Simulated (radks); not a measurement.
Effect of the nuclear size on neutral cadmium, [Kr] 4d10 5s2. Method: Dirac Kohn-Sham, relativistic LDA (MacDonald-Vosko exchange, VWN5 correlation), spin-unpolarised, spherical densities, finite nucleus; Fermi nuclear charge, rms radius 4.6087 fm; computed with a radial shooting solver on a logarithmic mesh with Libxc functionals. The rms radius is varied about that value; shifts are against it.

| rms radius (fm) | total energy shift (eV) | density at nucleus (e/bohr^3) | 1s1/2 shift (meV) | 2s1/2 shift (meV) | 4s1/2 shift (meV) | 4p1/2 shift (meV) | 5s1/2 shift (meV) | 5p1/2 (empty) shift (meV) |
|---|---|---|---|---|---|---|---|---|
| 4.1386 | -0.621 | 1.601e+05 | -260 | -29.2 | -1.03 | 0.101 | -0.049 | 0.026 |
| 4.4151 | -0.263 | 1.587e+05 | -110 | -12.4 | -0.435 | 0.043 | -0.021 | 0.011 |
| 4.6087 | 0 | 1.577e+05 | 0.000 | 0.000 | 0.000 | 0.000 | 0.000 | 0.000 |
| 4.9451 | 0.479 | 1.562e+05 | 200 | 22.6 | 0.795 | -0.078 | 0.038 | -0.020 |
| 5.6042 | 1.50 | 1.534e+05 | 628 | 70.8 | 2.49 | -0.243 | 0.118 | -0.063 |

Slopes of the eigenvalues against <r^2> in GHz/fm^2, as finite differences over the two radii next to the reference (eigenvalue slopes, not the field-shift constants of lines): 1s1/2 15100, 2s1/2 1700, 4s1/2 60.0, 4p1/2 -5.86, 5s1/2 2.83, 5p1/2 (empty) -1.53.
